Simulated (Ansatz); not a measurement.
A nudged elastic band was laid between two geometries of C2H8B2O (13 atoms, charge 0, multiplicity 1).

Method: RKS B3LYP-D4/def2-SVP (Ansatz).

```yaml
movable_images: 9
climbing_image: yes
spring: 5.0 eV/Å²
optimiser: quadratic models (default)
start_path: IDPP
force_threshold: 0.03 eV/Å
iteration_limit: 60
end_points: relaxed
```

Initial state:

```xyz
13
Properties=species:S:1:pos:R:3
B -1.437 0.953 0.101
C 0.022 0.490 0.108
B 0.069 -0.874 0.869
C 0.504 -0.468 -1.064
O 0.996 1.457 0.434
H -1.763 1.917 0.747
H -2.271 0.305 -0.483
H -0.809 -1.691 0.809
H 1.059 -1.085 1.531
H 1.331 0.066 -1.550
H -0.296 -0.718 -1.770
H 0.956 -1.438 -0.727
H 1.658 1.051 1.010
```

Final state:

```xyz
13
Properties=species:S:1:pos:R:3
B -1.350 0.830 0.268
C 0.100 0.456 0.044
B 0.145 -0.965 0.777
C 0.537 -0.484 -1.111
O 1.170 1.323 0.362
H -1.608 1.708 1.062
H -2.243 0.212 -0.252
H -0.754 -1.760 0.728
H 1.145 -1.184 1.406
H 1.444 -0.049 -1.548
H -0.252 -0.663 -1.849
H 0.877 -1.506 -0.763
H 0.808 2.046 0.891
```

Question: What changes between the two ends?

Answer: No bond is made or broken. The dihedral B1–C2–O5–H13 goes from 139 to 12°.

Question: What energy profile does the band end with?

Answer: The run converged. The highest image is number 4 of 0 to 10, 0.025 eV above the ends, which have the same energy within 2 meV. A vibrational analysis at the climbing image gives one clearly imaginary mode, 199i cm⁻¹: a first-order saddle point.

```csv
image,path coordinate (Å),energy (eV),dihedral B1–C2–O5–H13 (°)
0,0.00,0.000,139
1,0.16,0.003,129
2,0.33,0.012,117
3,0.49,0.021,104
4,0.66,0.025,90
5,0.83,0.023,77
6,1.00,0.018,63
7,1.18,0.011,50
8,1.35,0.005,37
9,1.52,0.002,24
10,1.70,0.001,12
```

Question: What is the geometry of the highest image?

Answer: 
```xyz
13
Properties=species:S:1:pos:R:3
B -1.411 0.926 0.166
C 0.047 0.475 0.067
B 0.165 -0.917 0.790
C 0.474 -0.472 -1.108
O 1.088 1.412 0.320
H -1.697 1.880 0.848
H -2.288 0.277 -0.352
H -0.727 -1.722 0.796
H 1.185 -1.123 1.400
H 1.324 0.018 -1.600
H -0.343 -0.706 -1.799
H 0.901 -1.462 -0.771
H 1.303 1.379 1.260
```

Question: What are the harmonic wavenumbers there?

Answer: 199i, 161, 230, 306, 344, 395, 415, 452, 675, 710, 776, 812, 853, 945, 973, 1019, 1046, 1133, 1183, 1210, 1271, 1308, 1370, 1412, 1472, 2564, 2575, 2653, 2681, 2802, 3106, 3202, 3843 cm⁻¹.

The run took 2.4 min on 2 threads of Arm Neoverse V2, with other jobs on the host, peak memory 0.24 GiB.
